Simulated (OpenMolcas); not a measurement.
An atom or ion with 15 electrons was computed by SS-CASPT2, IPEA 0.25 Eh, imaginary shift 0.1 Eh with spin-orbit coupling (OpenMolcas, ANO-RCC-VTZP, DKH2). The lowest levels that the run gave, each within 12 % of the measured value where one is at hand:

| J | Parity | E (cm-1) | g |
| --- | --- | --- | --- |
| 3/2 | odd | 0.0 | 2.002 |
| 3/2 | odd | 12030 | 0.800 |
| 5/2 | odd | 12030 | 1.200 |
| 1/2 | odd | 20280 | 0.666 |
| 3/2 | odd | 20290 | 1.334 |

Q: Which ion is it, and what are the configurations and terms?

A: neutral phosphorus (Z = 15, neutral; active space 3 electrons in 3 orbitals (3p)). J, parity and g give the terms where levels are pure, and mixed ones are named by the computed weights; the size of the splittings, set against known spectra of the 15-electron sequence, gives the charge. In order, with the measured energies in cm-1 (NIST Handbook of Basic Atomic Spectroscopic Data): 3s2 3p3 4S* 3/2, 3s2 3p3 2D* 3/2 (11361), 3s2 3p3 2D* 5/2 (11377), 3s2 3p3 2P* 1/2 (18723), 3s2 3p3 2P* 3/2 (18748).

CASPT2 breaks the degeneracy within a term, and the mean is taken; among the terms shown or strongly mixed into the levels shown the widest spread is 170 cm-1 (3s2 3p3 2P*). With the s shell closed, the reference lacks s² → p² mixing. Measured partners are found by configuration, term and J. A level has none where our copy of the source lacks it or the pairing is in doubt (some pairs that miss far off the trend of their configuration count as doubtful), and it then counts in no deviation. Levels of configurations outside the active space are missing.

* marks odd parity.
